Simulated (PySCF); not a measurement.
**Stationary points of SeO2**

These are results of PBE0/[Se def2-TZVP, O def2-TZVP], no relativity, density fitting, PySCF, not measurements.

Relaxations began from a few typed shapes. The search is not exhaustive: other isomers or separated fragments can lie lower, and high-lying points may rest on an excited occupation.

Task: Order these stationary points by electronic energy, lowest first, in kJ/mol from the lowest minimum.
A. singlet C2v: Se–O 1.599 Å (×2); O–Se–O 113.8°
B. singlet D∞h: Se–O 1.651 Å (×2); O–Se–O 180.0°

Result: A (0.0), B (281.5).

Task: Which of them are minima?

Result: By energy in kJ/mol, 0.0: minimum; 281.5: saddle point, 2 imaginary modes.

Counting electrons, selenium keeps 2 of its valence electrons outside its bonds, so the VSEPR class is AX2E1 and the expected shape is bent (C2v), as computed.
